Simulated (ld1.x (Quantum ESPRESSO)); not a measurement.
Configuration tests for iridium (TM)

- Element: iridium
- Generator: ld1.x (Quantum ESPRESSO) 7.5
- Type: norm-conserving Troullier–Martins (Kleinman–Bylander form)
- Functional: PBEsol
- Relativity: scalar-relativistic
- Frozen core: [Xe] 4f14
- Valence charge: 9
- Reference configuration: 5d7 6s1.5 6p0 (charge +0.5)
- Partial waves: 6s (bound): rc 1.95 bohr; 6p (bound, empty): rc 3.45 bohr; 5d (bound): rc 2.15 bohr
- Local potential: the d channel
- Core correction: Bessel-smoothed model core, default radius (core density twice the valence density)

Energies are relative to the spin-unpolarised reference configuration 5d7 6s1.5 6p0; without spin polarisation the order of configurations can differ from experiment. Not all tests gave a result: 1 of 7 tests not solved or not reliable. Left out of the table: 5d6 6s2 6p1 (solver errors, printed error -2.7 eV).

Q: Give the all-electron excitation energy and the error of the potential for: 5d7 6s2 6p0; 5d7 6s1 6p0; 5d7 6s0 6p0; 5d5 6s0 6p0; 5d6 6s0 6p0; 5d8 6s0 6p0.

A:

```
valence configuration  charge  ΔE all-electron (eV)  error AE − PS (meV)
          5d7 6s2 6p0       0                -4.059                 +0.3
          5d7 6s1 6p0      +1                 5.870                 -3.7
          5d7 6s0 6p0      +2                23.365                  -28
          5d5 6s0 6p0      +4                97.547                 -389
          5d6 6s0 6p0      +3                53.939                  -91
          5d8 6s0 6p0      +1                 4.619                  -67
```

Levels in the configuration 5d7 6s2 6p0:

```csv
level,all-electron (eV),pseudo (eV)
5d,-7.176,-7.183
6s,-6.375,-6.370
```

These tests converged, but a pseudo level misses the all-electron one widely, so the file describes the atom poorly there or has found another state: 5d7 6s0 6p0: empty 6p by 2.4 eV (a node warning on the way).

Note: ghost states, extra bound levels that the all-electron valence spectrum of the same l lacks: s at -53.5 eV, p at -12.1 eV. A true bound ghost makes a file unfit for plane-wave use.
